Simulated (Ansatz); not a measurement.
Breaking the Te1–H2 bond in FHTe (SMILES F[TeH]) (multiplicity 1 held, fragments rigid). Energies count from the point at 1.668 Å.
Geometry at that point (charge 0, multiplicity 1):
```xyz
3

Te     0.1852    -0.0606     0.2005
H      1.3119    -0.3094    -1.0040
F     -1.2157     0.3844    -1.0470
```

Signs of static correlation in def2-TZVPP, with CASSCF(2,2), from Ansatz (a first-principles code) runs.

```
R (Å)  T1 of restricted CCSD  ⟨S²⟩ of UHF  largest double amplitude of restricted CCSD  weight of the CASSCF reference in MRCISD  CASSCF natural occupations
-----  ---------------------  -----------  -------------------------------------------  ----------------------------------------  --------------------------
1.334                  0.014        0.000                                        0.045                                     0.912                   1.99 0.01
1.501                  0.014        0.000                                        0.045                                     0.912                   1.98 0.02
1.668                  0.014        0.000                                        0.055                                     0.911                   1.97 0.03
1.835                  0.015        0.000                                        0.078                                     0.911                   1.95 0.05
2.002                  0.016        0.000                                        0.086                                     0.911                   1.92 0.08
2.252                  0.018   (withheld)                                        0.176                                     0.911                   1.86 0.14
2.502                  0.021        0.730                                   (withheld)                                     0.911                   1.76 0.24
2.919                  0.028        0.923                                        0.423                                     0.912                   1.55 0.45
3.336                  0.035        0.984                                        0.575                                     0.912                   1.35 0.65
3.836                  0.041        1.006                                        0.718                                     0.913                   1.18 0.82
4.503                  0.043        1.012                                        0.826                                     0.913                   1.07 0.93
5.337                  0.041        1.013                                        0.879                                     0.913                   1.02 0.98
```

Problem. Some entries are withheld; supply them.

Solution. 
- 2.252, ⟨S²⟩ of UHF: 0.433
- 2.502, largest double amplitude of restricted CCSD: 0.268

Doubts at one or more of the structures used: a restricted determinant that unrestricted orbitals would lower (R-CCSD(T)/def2-TZVPP); other coupled-cluster roots lie near (R-CCSD(T)/def2-TZVPP); a spin-contaminated determinant (U-CCSD(T)/def2-TZVPP); T1 above 0.05 (U-CCSD(T)/def2-TZVPP).
